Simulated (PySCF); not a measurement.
ClLi, triplet, at a GFN2-xTB geometry of the parent state (such geometries of metal compounds can be far from the true shape) (a higher spin typed on purpose: for a closed-shell molecule this is an excited state); M062X/aug-cc-pVDZ run with PySCF.

PySCF was given this input:
```python
from pyscf import gto, scf, dft

mol = gto.Mole()
mol.atom = '''
    Li   -0.000000   -0.000000   -1.663114
    Cl    0.000000    0.000000    0.293491
'''
mol.basis = 'aug-cc-pvdz'
mol.charge = 0
mol.spin = 2
mol.verbose = 3
mol.build()

mf = dft.UKS(mol)
mf.xc = 'm062x'
mf.kernel()
```

What the program printed (banner, timings and long lists left out):

```
SCF not converged.
SCF energy = -467.578116475639 after 50 cycles  <S^2> = 2.0025557  2S+1 = 3.0017033
```

Convergence was not reached.
